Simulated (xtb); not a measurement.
H$_{3}$OSi (SMILES [OH+]=[SiH2]), charge +1, singlet, from a rough starting geometry; GFN2-xTB in xtb.

Here is a job for xtb.
```
$ xtb mol.xyz --gfn 2 --chrg 1 --opt vtight --json

# file mol.xyz
5

O      1.02500405    -0.33457729    -0.02907707
Si    -0.57073666     0.11084135    -0.01241613
H      1.88879089    -0.18531770    -0.00400932
H     -0.91385181     1.47238792     0.09241477
H     -1.35455097    -1.13868153    -0.06161999
```

Predict the main parts of the log of this xtb run.


```
   ID    Z sym.   atoms
    1    8 O      1
    2   14 Si     2
    3    1 H      3-5

           -------------------------------------------------
          |                Calculation Setup                |
           -------------------------------------------------

           -------------------------------------------------
          |                 G F N 2 - x T B                 |
           -------------------------------------------------

          ...................................................
          :                      SETUP                      :
          :.................................................:
          :  # basis functions                  17          :
          :  # atomic orbitals                  16          :
          :  # shells                            8          :
          :  # electrons                        12          :
          :  max. iterations                   250          :
          :  Hamiltonian                  GFN2-xTB          :
          :  restarted?                      false          :
          :  GBSA solvation                  false          :
          :  PC potential                    false          :
          :  electronic temp.          300.0000000     K    :
          :  accuracy                    1.0000000          :
          :  -> integral cutoff          0.2500000E+02      :
          :  -> integral neglect         0.1000000E-07      :
          :  -> SCF convergence          0.1000000E-05 Eh   :
          :  -> wf. convergence          0.1000000E-03 e    :
          :  Broyden damping             0.4000000          :
          :  net charge                          1          :
          :  unpaired electrons                  0          :
          ...................................................

 iter      E             dE          RMSdq      gap      omega  full diag
   1     -6.9373248 -0.693732E+01  0.158E+01    5.10       0.0  T
   2     -6.9763739 -0.390491E-01  0.111E+01    4.38       1.0  T
   3     -6.9804484 -0.407449E-02  0.228E+00    4.15       1.0  T
   4     -6.9808794 -0.431017E-03  0.901E-01    4.23       1.0  T
   5     -6.9811674 -0.288023E-03  0.181E-01    4.42       1.0  T
   6     -6.9812133 -0.459404E-04  0.128E-01    4.35       1.0  T
   7     -6.9812108  0.256210E-05  0.131E-01    4.41       1.0  T
   8     -6.9812506 -0.397795E-04  0.167E-02    4.38       2.7  T
   9     -6.9812510 -0.460081E-06  0.240E-03    4.38      18.6  T
  10     -6.9812510  0.382488E-07  0.480E-03    4.38       9.3  T
  11     -6.9812510 -0.441618E-07  0.117E-03    4.38      38.1  T
  12     -6.9812510 -0.262633E-08  0.127E-04    4.38     350.9  T
  13     -6.9812510 -0.449347E-10  0.836E-06    4.38    5347.8  T

   *** convergence criteria satisfied after 13 iterations ***

         :::::::::::::::::::::::::::::::::::::::::::::::::::::
         ::                     SUMMARY                     ::
         :::::::::::::::::::::::::::::::::::::::::::::::::::::
         :: total energy              -6.911936525415 Eh    ::
         :: gradient norm              0.208201777947 Eh/a0 ::
         :: HOMO-LUMO gap              4.378292270224 eV    ::
         ::.................................................::
         :: SCC energy                -6.981250942723 Eh    ::
         :: -> isotropic ES            0.137177023955 Eh    ::
         :: -> anisotropic ES         -0.012419189481 Eh    ::
         :: -> anisotropic XC         -0.009041260210 Eh    ::
         :: -> dispersion             -0.001050553165 Eh    ::
         :: repulsion energy           0.069314417308 Eh    ::
         :: add. restraining           0.000000000000 Eh    ::
         :: total charge               1.000000000000 e     ::
         :::::::::::::::::::::::::::::::::::::::::::::::::::::

      -----------------------------------------------------------
     |                   =====================                   |
[...]
 * total energy  :    -6.9253516 Eh     change       -0.1341503E-01 Eh
 * total energy  :    -6.9272381 Eh     change       -0.1886583E-02 Eh
 * total energy  :    -6.9263240 Eh     change        0.9141326E-03 Eh
 * total energy  :    -6.9276046 Eh     change       -0.1280635E-02 Eh
 * total energy  :    -6.9276227 Eh     change       -0.1807878E-04 Eh
 * total energy  :    -6.9276277 Eh     change       -0.4981236E-05 Eh
 * total energy  :    -6.9276292 Eh     change       -0.1540526E-05 Eh
 * total energy  :    -6.9276320 Eh     change       -0.2731611E-05 Eh
 * total energy  :    -6.9276357 Eh     change       -0.3683582E-05 Eh
 * total energy  :    -6.9276375 Eh     change       -0.1805838E-05 Eh
 * total energy  :    -6.9276380 Eh     change       -0.5114210E-06 Eh
 * total energy  :    -6.9276380 Eh     change       -0.5710132E-07 Eh
   *** GEOMETRY OPTIMIZATION CONVERGED AFTER 13 ITERATIONS ***
         :: total energy              -6.927638031353 Eh    ::
[...]
         :: add. restraining           0.000000000000 Eh    ::
         :: total charge               1.000000000000 e     ::
         :::::::::::::::::::::::::::::::::::::::::::::::::::::

           -------------------------------------------------
          |                Property Printout                |
           -------------------------------------------------

    * Orbital Energies and Occupations

         #    Occupation            Energy/Eh            Energy/eV
      -------------------------------------------------------------
         1        2.0000           -1.0238277             -27.8598
         2        2.0000           -0.8928102             -24.2946
         3        2.0000           -0.7880268             -21.4433
         4        2.0000           -0.7451902             -20.2777
         5        2.0000           -0.7429504             -20.2167
         6        2.0000           -0.6681854             -18.1822 (HOMO)
         7                         -0.5020693             -13.6620 (LUMO)
         8                         -0.4458881             -12.1332
         9                         -0.3987284             -10.8500
        10                         -0.3466836              -9.4337
        11                         -0.3245697              -8.8320
        12                         -0.2241967              -6.1007
        13                         -0.0829648              -2.2576
        14                          0.3648913               9.9292
        15                          0.5155451              14.0287
        16                          0.7045726              19.1724
      -------------------------------------------------------------
                  HL-Gap            0.1661160 Eh            4.5202 eV
             Fermi-level           -0.5851273 Eh          -15.9221 eV

     #   Z          covCN         q      C6AA      α(0)
     1   8 O        1.576    -0.272    18.568     5.815
     2  14 Si       2.615     0.627   169.756    28.604
     3   1 H        0.805     0.416     0.455     1.060
     4   1 H        0.921     0.111     1.690     2.033
     5   1 H        0.923     0.118     1.632     1.998

 Mol. C6AA /au·bohr⁶  :        408.828009
 Mol. C8AA /au·bohr⁸  :      19307.255558
 Mol. α(0) /au        :         39.509638

Wiberg/Mayer (AO) data.
largest (>0.10) Wiberg bond orders for each atom

 ---------------------------------------------------------------------------
     #   Z sym  total        # sym  WBO       # sym  WBO       # sym  WBO
 ---------------------------------------------------------------------------
     1   8 O    2.545 --     2 Si   1.678     3 H    0.785
     2  14 Si   3.472 --     1 O    1.678     4 H    0.883     5 H    0.880
     3   1 H    0.827 --     1 O    0.785
     4   1 H    0.988 --     2 Si   0.883
     5   1 H    0.986 --     2 Si   0.880
 ---------------------------------------------------------------------------

Topologies differ in total number of bonds
Writing topology from bond orders to xtbtopo.mol

molecular dipole:
                 x           y           z       tot (Debye)
 q only:       -0.114       0.214       0.009
   full:       -0.262       0.360       0.018       1.133
molecular quadrupole (traceless):
                xx          xy          yy          xz          yz          zz
 q only:        5.587      -0.094      -1.834      -0.007       0.116      -3.753
  q+dip:        6.581       0.115      -1.154       0.006       0.259      -5.427
   full:        5.542       0.335      -3.145       0.020      -0.048      -2.397

optimized geometry written to: xtbopt.xyz

           -------------------------------------------------
          | TOTAL ENERGY               -6.927638031353 Eh   |
          | GRADIENT NORM               0.000058913052 Eh/α |
          | HOMO-LUMO GAP               4.520247464609 eV   |
           -------------------------------------------------

normal termination of xtb
```
